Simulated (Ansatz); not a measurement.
Gas-phase electronic energies from Ansatz, PBE0-D4/def2-TZVP geometries. CCSD(T)/CBS adds triple-zeta CCSD(T) − MP2 to the extrapolated MP2 energy (def2 sets, frozen cores). This one scheme is used for every species. DFT in def2-TZVPP. B3LYP here is the variant with VWN-RPA as its local correlation; programs differ in this. HSE06 is defined as in plane-wave codes. One conformer a species, not always the lowest.

`CC(C)BS` + H₂ → `BC(C)C` + H₂S  (hydrogenolysis of a B–S bond)

`CC(C)BS`:

Cartesian coordinates in Å:
```
C 0.877 0.615 -1.107
C 0.058 0.245 0.131
C -1.438 0.431 -0.142
B 0.325 -1.246 0.531
S 0.904 -1.807 2.113
H 0.621 -0.030 -1.953
H 0.679 1.649 -1.407
H 1.952 0.521 -0.931
H 0.343 0.919 0.948
H -1.773 -0.223 -0.952
H -2.046 0.209 0.738
H -1.648 1.463 -0.441
H 0.126 -2.133 -0.251
H 1.021 -0.614 2.725
```

H₂:

Cartesian coordinates in Å:
```
H 0.076 0.326 0.166
H -0.076 -0.326 -0.166
```

`BC(C)C`:

Cartesian coordinates in Å:
```
B -0.435 0.808 1.349
C 0.213 0.143 0.113
C 0.373 -1.373 0.150
C -0.234 0.645 -1.255
H -0.887 1.917 1.276
H -0.392 0.272 2.421
H 1.221 0.585 0.312
H -0.589 -1.863 -0.025
H 0.746 -1.716 1.117
H 1.060 -1.725 -0.626
H 0.445 0.317 -2.047
H -0.293 1.735 -1.286
H -1.227 0.255 -1.500
```

H₂S:

Cartesian coordinates in Å:
```
S -0.062 0.354 -0.505
H -0.587 0.395 0.728
H 0.649 -0.748 -0.224
```

| level | ΔE (kJ/mol) | difference from CCSD(T)/CBS |
| --- | --- | --- |
| LDA (SPW92) | 94.3 | 11.1 |
| PBE-D4 | 92.8 | 9.6 |
| revPBE-D4 | 96.0 | 12.8 |
| BLYP-D4 | 87.8 | 4.6 |
| r2SCAN-D4 | 90.3 | 7.1 |
| PBE0-D4 | 86.0 | 2.8 |
| B3LYP-D4 | 82.0 | -1.2 |
| r2SCANh-D4 | 88.2 | 5.0 |
| r2SCAN0-D4 | 85.2 | 2.0 |
| HSE06-D4 | 86.1 | 2.9 |
| BHLYP-D4 | 74.6 | -8.6 |
| CAM-B3LYP-D4 | 75.9 | -7.3 |
| ωB97X-V | 77.9 | -5.3 |
| ωB97M-V | 79.7 | -3.5 |
| PBE-QIDH | 83.6 | 0.4 |
| PBE | 86.5 | 3.3 |
| BLYP | 75.1 | -8.1 |
| r2SCAN | 88.4 | 5.2 |
| PBE0 | 80.3 | -2.9 |
| B3LYP | 72.0 | -11.2 |
| r2SCANh | 86.1 | 2.9 |
| r2SCAN0 | 82.9 | -0.3 |
| HSE06 | 80.6 | -2.6 |
| BHLYP | 66.1 | -17.1 |
| CAM-B3LYP | 69.9 | -13.3 |
| LC-ωPBE | 74.3 | -8.9 |
| RPA@PBE/def2-TZVPP | 79.2 | -4.0 |
| MP2/def2-SVP | 93.3 | 10.1 |
| CCSD/def2-SVP | 80.1 | -3.1 |
| CCSD(T)/def2-SVP | 86.9 | 3.7 |
| HF/def2-TZVPP | 50.5 | -32.7 |
| MP2/def2-TZVPP | 91.1 | 7.9 |
| CCSD/def2-TZVPP | 75.0 | -8.2 |
| CCSD(T)/def2-TZVPP | 82.7 | -0.5 |
| HF/def2-QZVPP | 49.4 | -33.8 |
| MP2/def2-QZVPP | 91.0 | 7.8 |
| SCS-MP2/def2-QZVPP | 81.3 | -1.9 |
| HF/CBS(def2) | 49.2 | -34.0 |
| MP2/CBS(def2) | 91.6 | 8.4 |
| CCSD/CBS(def2) | 75.4 | -7.8 |
| CCSD(T)/CBS | 83.2 | 0 |

Largest T1 diagnostic among the species: 0.012.

In def2-TZVPP, CCSD(T) changes the Hartree–Fock value by +32.2 kJ/mol (the triples alone add +7.8 kJ/mol) and MP2 by +40.5 kJ/mol. The D4 term adds +10.0 kJ/mol with B3LYP and +5.7 kJ/mol with PBE0; it sums over pairs of atoms, weighted by their polarisabilities, and B3LYP, whose exchange is more repulsive, gets the larger term.
